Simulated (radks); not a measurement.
Results of a calculation; reference values are marked as such.
All-electron atom: Mn+ in [Ar] 3d5 4s1 (the NIST ground configuration). Level of theory: Dirac Kohn-Sham, BLYP, spin-unpolarised, spherical densities, finite nucleus; open shells fill j = l - 1/2 first; Fermi nuclear charge, rms radius 3.7057 fm (a radial shooting solver on a logarithmic mesh with Libxc functionals).

Radial electron density D(r) = 4 pi r^2 rho(r):

r (bohr),D(r) (e/bohr)
0.004483,2.319
0.005884,3.691
0.007662,5.675
0.01006,8.597
0.0131,12.42
0.01719,17.30
0.02238,22.48
0.02938,27.25
0.03825,29.90
0.05021,29.45
0.06538,26.39
0.08514,23.49
0.1117,24.33
0.1455,29.27
0.191,33.15
0.2487,29.41
0.3264,19.17
0.4251,12.14
0.5579,12.79
0.7265,14.93
0.9536,12.20
1.242,6.879
1.63,2.988
2.122,1.368
2.763,0.6910
3.627,0.2837
4.723,0.07605
6.2,0.009831
8.073,0.0005673

D(r) has 3 maxima, at r = 0.0421, 0.194, 0.732 bohr, and minima at 0.0937, 0.468 bohr, inside which lie 2.13, 10.60 electrons.
